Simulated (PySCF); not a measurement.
Computed IR spectrum (relative IR intensity) of a molecule C4H4Cl2. Coordinates come from a PBE-D3(BJ)/def2-SVP optimisation. One conformer was computed; it need not be the lowest. These are PBE-D3(BJ)/def2-SVP run with PySCF values and carry that method's errors. Frequencies are harmonic and unscaled.

Lines under 2 % of the strongest are left out, and lines within 2 cm⁻¹ are merged.

ν (cm⁻¹): 477 (w), 564 (vw), 782 (w), 826 (vs), 892 (m), 1059 (vw), 1165 (m), 1400 (w), 1428 (w), 2014 (m), 2966 (w), 3031 (vw), 3038 (vw), 3092 (vw) (against the strongest line: vs over 80 %, s over 45 %, m over 15 %, w over 4 %, vw less)

Question: Identify the compound among the candidates.
A. C=C(Cl)/C=C\Cl
B. ClC1=C(Cl)CC1
C. CC=C=C(Cl)Cl
D. C=C=CC(Cl)Cl

Answer: C, CC=C=C(Cl)Cl
